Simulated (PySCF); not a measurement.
Run record: excited-state job, `FC1=C[Se]C[Si@H](F)C1`.

Method: TDDFT B3LYP/def2-SVPD, vertical, gas phase, core orbitals frozen in the response (PySCF 2.14.0, density-fitted response routines). Geometry: GFN2-xTB. The input is one job of a driver script: a line of settings, then coordinates in Å.

Command:
```bash
OMP_NUM_THREADS=1 python probes_run.py task.json out
```

Input:
```
{"job": {"kind": "uv", "xc": "B3LYP", "basis": "def2-SVPD", "nstates": 8, "ntriplets": 3}, "charge": 0, "multiplicity": 1}
F     -2.686646    -0.388288    -1.082625
C     -1.488378    -0.003980    -0.548985
C     -1.348321     1.291071    -0.293308
Se     0.118937     2.226119     0.429097
C      1.570867     0.912696     0.255240
Si     0.916213    -0.791734     0.753590
F      2.054978    -1.881618     0.390384
C     -0.562786    -1.154323    -0.372600
H     -2.176985     1.954266    -0.503267
H      1.924716     0.944765    -0.775637
H      2.369115     1.272405     0.901715
H      0.663022    -0.920989     2.179013
H     -0.204060    -1.466908    -1.360289
H     -1.151350    -1.993954     0.005504
```

What does the run print?

```
coarse grid: 59896 points
cycle   1  E = -3046.1456130226  dE =  3.717e-02  |g| = 7.291e-01  |ddm| = 6.384e+00
cycle   2  E = -3046.0275714710  dE =  1.180e-01  |g| = 1.126e+00  |ddm| = 1.976e+00
cycle   3  E = -3046.2409225290  dE = -2.134e-01  |g| = 1.211e-01  |ddm| = 1.105e+00
cycle   4  E = -3046.2436266222  dE = -2.704e-03  |g| = 3.957e-02  |ddm| = 1.872e-01
cycle   5  E = -3046.2439780186  dE = -3.514e-04  |g| = 1.064e-02  |ddm| = 6.579e-02
cycle   6  E = -3046.2440078454  dE = -2.983e-05  |g| = 4.962e-03  |ddm| = 2.636e-02
cycle   7  E = -3046.2440138957  dE = -6.050e-06  |g| = 1.223e-03  |ddm| = 8.176e-03
final grid: 125272 points
cycle   8  E = -3046.2439372865  dE =  6.369e-07  |g| = 2.173e-03  |ddm| = 1.132e-02
cycle   9  E = -3046.2439340380  dE =  3.248e-06  |g| = 4.185e-03  |ddm| = 8.527e-03
cycle  10  E = -3046.2439384494  dE = -4.411e-06  |g| = 2.576e-04  |ddm| = 5.731e-03
cycle  11  E = -3046.2439384683  dE = -1.883e-08  |g| = 4.926e-05  |ddm| = 5.180e-04
cycle  12  E = -3046.2439384687  dE = -4.675e-10  |g| = 8.101e-06  |ddm| = 7.549e-05
converged SCF energy = -3046.2439384687

Static polarisability (au): isotropic 96.229, principal 74.215 101.644 112.828

Singlet excitations
state   eV       nm        f      main configurations
  1   4.3463    285.3   0.00990   H->L 0.87
  2   4.8372    256.3   0.03089   H->L+1 0.72, H->L+2 0.23
  3   5.0607    245.0   0.04180   H->L+2 0.70, H->L+1 0.15
  4   5.5015    225.4   0.01850   H->L+3 0.96
  5   5.6344    220.0   0.07622   H->L+4 0.90
  6   5.8644    211.4   0.00268   H->L+5 0.93
  7   6.1140    202.8   0.00224   H->L+6 0.93
  8   6.2225    199.3   0.00443   H->L+7 0.91

Triplet excitations (Tamm-Dancoff, eV): 3.6375 4.1113 4.6450
```

The SCF starts on a coarse grid where the log names one; the energy can jump when the final grid takes over, and dE then counts from the start density on the new grid. H and L stand for HOMO and LUMO; the number after each pair is its weight.

Give the mean polarisability as a volume in Å³, and the ratio of the largest to the smallest principal value.

96.229 au × 0.148185 = 14.26 Å³; 112.828/74.215 = 1.52.

Summary of the converged run: HOMO -5.96 eV, LUMO -0.64 eV; lowest singlet 4.35 eV; lowest triplet 3.64 eV (Tamm–Dancoff); mean polarisability 96.2 au.

 The B3LYP/def2-SVPD calculation is non-relativistic and has no spin–orbit coupling, an omission that weighs most on selenium.

Estimate the wall time. Hardware: one thread of an Arm Neoverse N1, on a shared host. And the peak memory of the process?

About 1.7 min (density and orbital grids were written too), with 0.96 GiB resident at the peak, the Python interpreter and its libraries included.

One conformer stands for the species.
Labels such as C1 count atoms from 1, the log's own numbers from 0.
